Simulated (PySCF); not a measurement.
Compound: SnH2Me(NHEt), C₃H₁₁NSn.
Cartesian coordinates in Å at the PBE0-D3(BJ)/def2-SVP level; atoms count from 1:
```
atom  x, y, z in Å
Sn1    0.694    1.177    0.292
H2     0.468    1.118    2.006
H3     2.364    0.979   -0.057
C4    -0.120    2.993   -0.507
H5     0.426    3.861   -0.111
H6    -1.180    3.088   -0.231
H7    -0.034    2.983   -1.602
N8    -0.241   -0.334   -0.722
C9     0.093   -1.723   -0.498
C10   -0.439   -2.338    0.792
H11   -1.246   -0.199   -0.805
H12   -0.267   -2.324   -1.356
H13    1.193   -1.825   -0.521
H14   -0.049   -1.809    1.677
H15   -0.157   -3.400    0.880
H16   -1.539   -2.280    0.829
```

Theory: PBE0-D3(BJ)/def2-SVP geometry optimisation, gas phase, def2 core potentials past Kr (PySCF 2.14.0).

Q: Which atoms are bound to Sn1, and at what distances?

A: 4 atoms: H3 1.718 Å, H2 1.729 Å, N8 2.046 Å, C4 2.145 Å. The nearest atom not counted as bound is H11, at 2.62 Å.

Q: List the angles at Sn1.

A: 
| angle | degrees | distance of the outer atoms (Å) |
| --- | --- | --- |
| H2–Sn1–N8 | 114.0 | 3.17 |
| H3–Sn1–C4 | 113.0 | 3.23 |
| H2–Sn1–C4 | 110.4 | 3.19 |
| H2–Sn1–H3 | 108.9 | 2.81 |
| C4–Sn1–N8 | 105.5 | 3.34 |
| H3–Sn1–N8 | 105.0 | 2.99 |

Q: What is the shape at Sn1?

A: Distorted tetrahedral: angles from 105.0° to 114.0°; τ4 = (360° − α − β)/141° = 0.94 with α and β the two widest (0 for a square, 1 for a tetrahedron).

Q: What are the other bond lengths?

A: C4–H5, C4–H6, C4–H7 1.099 Å; N8–C9 1.446 Å; N8–H11 1.017 Å; C9–C10 1.525 Å; C9–H12, C9–H13 1.106 Å; C10–H14, C10–H15, C10–H16 1.102 Å.

Q: Give some angles away from the centre.

A: Sn1–N8–C9 121.8°, N8–C9–C10 116.0°.

Q: What are the rotational constants (commonest isotopes, rigid rotor)?

A: A = 6728, B = 1299, C = 1203 MHz: a near-prolate asymmetric top.

Point group: C1 (no symmetry element, even within 0.4 Å). Charge 0, singlet. No PBE0-D3(BJ)/def2-SVP frequencies stand behind this structure, so it isn't proved a minimum.

One conformer stands for the species.
